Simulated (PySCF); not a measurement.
Computed Raman spectrum (relative Raman activity) of a molecule C3H5FSi. Geometry optimised at B3LYP-D3(BJ)/def2-SVP. The values are those of a single conformer. These are PySCF with B3LYP-D3(BJ)/def2-SVP values and carry that method's errors. Frequencies are harmonic and unscaled.

Lines under 2 % of the strongest are left out, and lines within 2 cm⁻¹ are merged.

ν (cm⁻¹): 265 (vw), 558 (w), 627 (w), 762 (vw), 875 (vw), 929 (w), 946 (w), 957 (m), 1034 (w), 1162 (w), 2068 (vw), 2218 (s), 2221 (vs), 2248 (m), 3093 (s), 3185 (s) (against the strongest line: vs over 80 %, s over 45 %, m over 15 %, w over 4 %, vw less)

Task: Which structure fits?
(A) FC=C=C[SiH3]
(B) C#CC[SiH2]F
(C) CC#C[SiH2]F
(D) C#C[Si@H](C)F

Result: A, FC=C=C[SiH3]
